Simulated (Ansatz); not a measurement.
C3H9ClHf, SMILES `[CH3][Hf]([CH3])([CH3])[Cl]`. Charge 0, multiplicity 1. Hf: def2 effective core potential. The structure was optimised at the PBE0-D4/def2-TZVP level.

```xyz
14

C    -1.157   -1.581    0.649
Hf    0.101   -0.256   -0.583
C    -0.912    1.699   -0.674
C     1.971    0.085    0.530
Cl    0.512   -1.128   -2.737
H    -2.067   -1.061    0.974
H    -1.467   -2.488    0.118
H    -0.620   -1.896    1.553
H    -1.903    1.631   -1.139
H    -1.053    2.105    0.337
H    -0.333    2.435   -1.244
H     1.756    0.438    1.548
H     2.598    0.845    0.047
H     2.574   -0.826    0.621
```

Task: What is the dipole moment at B3LYP/def2-TZVPP? (Best estimate.)

Result: The calculation gave: 1.55 D, with components (-0.29, 0.54, 1.42) D in this frame, pointing from negative to positive charge.

Task: And with PBE, r2SCAN, ωB97M-V? (Best estimate.)

Result: Computed: PBE 1.55 D, r2SCAN 1.64 D, ωB97M-V 1.48 D.

Task: Give the Mulliken charges with B3LYP, ωB97M-V, PBE in def2-TZVPP. (Estimate.)

Result: Computed: 
```tsv
atom	B3LYP	ωB97M-V	PBE
C1	-0.54	-0.61	-0.51
Hf2	0.99	0.99	0.84
C3	-0.54	-0.62	-0.51
C4	-0.54	-0.62	-0.51
Cl5	-0.30	-0.26	-0.27
H6	0.10	0.12	0.11
H7	0.11	0.12	0.11
H8	0.10	0.12	0.11
H9	0.10	0.13	0.11
H10	0.10	0.13	0.10
H11	0.10	0.13	0.11
H12	0.10	0.13	0.10
H13	0.10	0.13	0.11
H14	0.10	0.13	0.11
```

B3LYP here is the variant with VWN-RPA as its local correlation; programs differ in this.
